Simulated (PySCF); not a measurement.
In(NCO)(OH)2 (CH2InNO3), SMILES O=C=[N][In]([OH])[OH]. Coordinates come from a PBE-D3(BJ)/def2-SVP optimisation. The structure was generated by enumeration; whether it is a known compound was not checked. The def2 effective core potentials stand for the cores of In; spin–orbit coupling is left out. One conformer was computed; it need not be the lowest.

Computed equilibrium geometry at PBE-D3(BJ)/def2-SVP (PySCF confirms it by a frequency run) as a Z-matrix, and its point group (one conformer of several):
point group Cs.
```
In
O 1 2.0010
H 2 0.9785 1 107.56
O 1 2.0065 2 122.83 3 180.00
H 4 0.9784 1 108.15 2 180.00
N 1 2.0727 2 116.13 3 0.00
C 6 1.2229 1 137.58 2 180.00
O 7 1.1852 1 157.34 2 180.00
```
Charge 0, spin multiplicity 1.
